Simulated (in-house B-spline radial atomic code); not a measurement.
Multiplet parameters of the 3d3 shell in Fe VI (Fe5+) ([Ar] 3d3). Level of theory: non-relativistic Hartree-Fock, average of configuration, point nucleus; calculated with a radial B-spline atomic code at the basis-set limit.

Slater integrals: F^2 = 112902 cm⁻¹, F^4 = 71375 cm⁻¹. Central-field spin-orbit parameter ζ(3d) = 686.9 cm⁻¹ (bare central field on non-relativistic orbitals, without two-electron terms: too large for light atoms, too small for heavy ones).

Problem. What are Racah's B and C?

Solution. B = F^2/49 - 5F^4/441 = 1495 cm⁻¹, C = 35F^4/441 = 5665 cm⁻¹, C/B = 3.79.

Problem. Where do the terms lie in LS coupling, without spin-orbit interaction?

Solution. In cm⁻¹ above the Hund's-rule term (some of the terms):
| term | expression | energy |
| --- | --- | --- |
| 4F | 0B + 0C | 0 |
| 4P | 15B + 0C | 22423 |
| 2G | 4B + 3C | 22974 |
| 2H | 9B + 3C | 30448 |
| 2F | 24B + 3C | 52871 |

Problem. Is LS coupling a fair picture here?

Solution. Unscaled Hartree-Fock integrals overestimate measured term splittings, because correlation screens the repulsion; fits to spectra scale them down, most for low charges. Here ζ is 0.46 times B, so LS coupling is a fair start, though levels of equal J in close terms still mix.
